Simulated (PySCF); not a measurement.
**A small calculation by hand: dipole moment from atomic charges**

BH4O2P, SMILES OB(O)P. Atoms are numbered in the order given.

```xyz
8

B     -0.5016    -0.0116     0.0000
O     -1.1354    -0.0074    -1.2080
H     -2.1012     0.0087    -1.1729
O     -1.1354    -0.0074     1.2080
H     -2.1012     0.0087     1.1729
P      1.4377     0.1193     0.0000
H      1.6553    -0.8153     1.0548
H      1.6553    -0.8153    -1.0548
```
Charge 0, spin multiplicity 1.

The structure is a stationary point at B3LYP-D3(BJ)/def2-SVP. The values are those of a single conformer.

Charges (e) from PBE0/def2-TZVPD in PySCF:

```json
[
 {"atom": "B1", "ESP fit": "0.452", "IAO": "0.367"},
 {"atom": "O2", "ESP fit": "-0.562", "IAO": "-0.559"},
 {"atom": "H3", "ESP fit": "0.380", "IAO": "0.361"},
 {"atom": "O4", "ESP fit": "-0.562", "IAO": "-0.559"},
 {"atom": "H5", "ESP fit": "0.380", "IAO": "0.361"},
 {"atom": "P6", "ESP fit": "-0.238", "IAO": "0.031"},
 {"atom": "H7", "ESP fit": "0.074", "IAO": "-0.001"},
 {"atom": "H8", "ESP fit": "0.074", "IAO": "-0.001"}
]
```

The dipole moment of the full density is 3.23 D.

Task: What dipole moment does each set of point charges give, and which comes closer to that of the density?

Result: 
μ = Σ q r, and 1 e Å = 4.8032 D.
ESP fit: Σ q r = (-0.645, -0.139, 0.000) e Å, |μ| = 3.17 D.
IAO: Σ q r = (-0.391, 0.016, 0.000) e Å, |μ| = 1.88 D.
ESP fit comes closer in size. Point charges leave out the atoms' own dipoles (lone pairs, polarised bonds); fits to the potential absorb them, partitions of the density don't.
